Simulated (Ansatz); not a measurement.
Total energies of Ga₁₂P₁₂H₃₂, a nanocrystal cut from zinc blende GaP (hydrogen-capped) from Ansatz at PBE-D4/def2-TZVP, gas phase (1 Eh = 27.2114 eV = 2625.5 kJ/mol). The reference geometry is relaxed at PBE-D4/def2-SVP.

```xyz
56

Ga    4.338   -0.432    1.745
Ga   -1.238   -1.724    4.597
Ga   -3.231    1.898    2.231
Ga    3.217    2.633   -0.665
Ga   -0.906    3.818   -0.456
Ga    0.618    0.955    1.715
Ga    1.365   -2.692    0.258
Ga   -2.141   -1.240    0.369
Ga    0.280    0.433   -1.994
Ga    3.968   -1.001   -2.302
Ga   -3.625    1.298   -2.051
Ga   -1.996   -2.879   -3.658
P     0.499   -0.219    3.804
P     2.887    1.516    1.401
P     3.551   -1.793   -0.072
P    -1.004    2.665    1.621
P    -2.236   -2.399    2.470
P    -3.630    0.554    0.255
P     1.448    4.296   -0.738
P     2.553    1.002   -2.253
P    -1.343    2.142   -2.085
P     0.092   -0.640    0.081
P    -2.581   -2.924   -1.286
P    -0.175   -1.268   -3.623
H     5.815    0.069    1.493
H     3.866   -1.050    3.131
H    -0.516   -3.004    5.165
H    -2.317   -0.848    5.330
H    -4.198    3.142    2.247
H    -3.044    0.891    3.440
H     4.610    3.328   -0.890
H    -1.776    5.125   -0.561
H     1.116   -3.178    1.753
H     0.864   -3.571   -0.971
H     5.453   -0.487   -2.463
H     3.274   -1.963   -3.360
H    -4.608    2.518   -2.231
H    -3.637   -0.004   -2.953
H    -3.205   -2.200   -4.398
H    -1.364   -4.286   -3.979
H     0.717    0.755    4.830
H     1.771   -0.873    3.854
H     3.180    2.496    2.405
H     4.426   -2.927    0.007
H    -0.602    3.641    2.590
H    -3.616   -2.695    2.701
H    -1.784   -3.725    2.183
H    -4.904   -0.070    0.459
H     1.783    5.346    0.176
H     1.590    5.047   -1.949
H     2.638    1.663   -3.523
H    -1.146    2.805   -3.340
H    -2.053   -4.132   -0.734
H    -3.973   -3.237   -1.177
H     1.081   -1.950   -3.702
H    -0.151   -0.626   -4.901
```

```tsv
state	geometry	energy (Eh)
charge 0 singlet	reference	-27209.14680
charge 1 doublet	reference	-27208.87090
charge -1 doublet	reference	-27209.18512
free Ga atom (doublet)	–	-1924.51515
free P atom (quartet)	–	-341.10299
free H atom (doublet)	–	-0.49962
```

Single mean-field runs in def2-TZVP are fitted with def2-universal-jkfit.

Work out the vertical ionisation energy to the doublet.

E(charge 1 doublet) − E(charge 0 singlet) = -27208.87090 − (-27209.14680) = 0.27590 Eh = 7.51 eV. For comparison, −ε of the highest occupied level is 5.99 eV at this level, 1.52 eV less.

Work out the vertical electron affinity, to the doublet.

E(charge 0 singlet) − E(charge -1 doublet) = -27209.14680 − (-27209.18512) = 0.03832 Eh = 1.04 eV. The basis lacks diffuse functions, which makes affinities too small.

Give the fundamental gap IE − EA, the Mulliken electronegativity (IE + EA)/2 and the hardness (IE − EA)/2.

From the values in Eh: IE − EA = 0.27590 − 0.03832 = 0.23758 Eh = 6.46 eV; (IE + EA)/2 = 4.28 eV; (IE − EA)/2 = 3.23 eV. The HOMO–LUMO gap of the same run is 3.71 eV, 2.75 eV smaller than the fundamental gap.

What is the binding energy per atom against free atoms?

Atoms: 12 × (-1924.51515) + 12 × (-341.10299) + 32 × (-0.49962) = -27203.40552 Eh. Binding: -27203.40552 − (-27209.14680) = 5.74128 Eh = 156.23 eV, or 2.79 eV for each of 56 atoms (no zero-point energy, no counterpoise term).

At PBE-D4/def2-TZVP the gap within one spin of the charge 1 doublet nearly closes, so an electron or hole may be smeared out by delocalisation error. At PBE-D4/def2-TZVP the gap within one spin of the charge -1 doublet nearly closes, so an electron or hole may be smeared out by delocalisation error. At PBE-D4/def2-TZVP the highest occupied level of the charge -1 doublet lies above zero (up to 0.36 eV). By energy differences its removal costs 1.04 eV (vertical, to the charge 0 singlet, at PBE-D4/def2-TZVP); self-interaction error and the lack of diffuse functions both raise the level.
